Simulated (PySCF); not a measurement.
Si(Me)(OH)(NH2)2 (CH₈N₂OSi), SMILES C[Si](N)(N)O. Geometry optimised at PBE-D3(BJ)/def2-SVP. One conformer was computed; it need not be the lowest.

Question: Give the equilibrium geometry at PBE-D3(BJ)/def2-SVP (PySCF confirms it by a frequency run) as a Z-matrix. (Estimate from the structure and the level; the computed values follow.)

Answer: This is not unique; one that fits is 
```
Si
O 1 1.6925
H 2 0.9736 1 112.28
N 1 1.7400 2 118.44 3 -66.49
H 4 1.0226 1 118.72 2 -73.99
H 4 1.0231 5 110.36 1 -142.38
N 1 1.7455 2 105.78 3 48.73
H 7 1.0230 1 118.25 2 49.71
H 7 1.0232 8 110.18 1 -139.78
C 1 1.8767 2 103.25 3 175.15
H 10 1.1082 1 111.21 2 -175.99
H 10 1.1085 11 108.41 1 -121.96
H 10 1.1099 11 108.08 12 -115.91
```
